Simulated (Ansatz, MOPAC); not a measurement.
Diatomic CdAs, multiplicity 4 (lowest of 2S+1 = 2, 4 at CCSD(T)/def2-TZVPP on PBE0 minima; our sources give no spin for the ground state, which may be another). No spin–orbit coupling. As is treated without relativity.

Constants: fifth-degree fit in 1/R to seven points, most abundant isotopes. In def2 and cc sets the state is the lowest found near the PBE0 minimum, followed along R.

The values were computed with Ansatz (Gaussian orbitals); MOPAC for PM6 (differences of heats of formation). Values without a source in brackets are computed. In def2 rows elements past Kr take small-core potentials, without spin–orbit coupling.

```csv
level,r_e (Å),ω_e (cm⁻¹),B_e (cm⁻¹),α_e (cm⁻¹),dipole (D)
PM6,2.707,174,0.0509,0.00023,-
SVWN5/def2-TZVPP,2.685,138,0.0517,0.00038,0.32
PBE/def2-TZVPP,2.819,109,0.0469,0.00045,0.48
r2SCAN/def2-TZVPP,2.729,131,0.0501,0.00041,0.73
B97M-V/def2-TZVPP,2.920,80,0.0437,0.00070,0.43
B3LYP/def2-TZVPP,2.882,93,0.0449,0.00057,0.54
PBE0/def2-TZVPP,2.784,114,0.0481,0.00050,0.66
BHLYP/def2-TZVPP,2.849,94,0.0459,0.00069,0.68
CAM-B3LYP/def2-TZVPP,2.804,102,0.0475,0.00064,0.58
wB97X-V/def2-TZVPP,2.738,122,0.0498,0.00056,0.83
wB97M-V/def2-TZVPP,2.785,103,0.0481,0.00072,0.49
B2PLYP/def2-TZVPP,2.879,83,0.0450,0.00080,-
```

Correlated levels freeze the inner cores; with def2 sets outer-core shells near the valence are correlated too. The state that PM6 reach isn't checked.

Ansatz is a program for electronic structure.
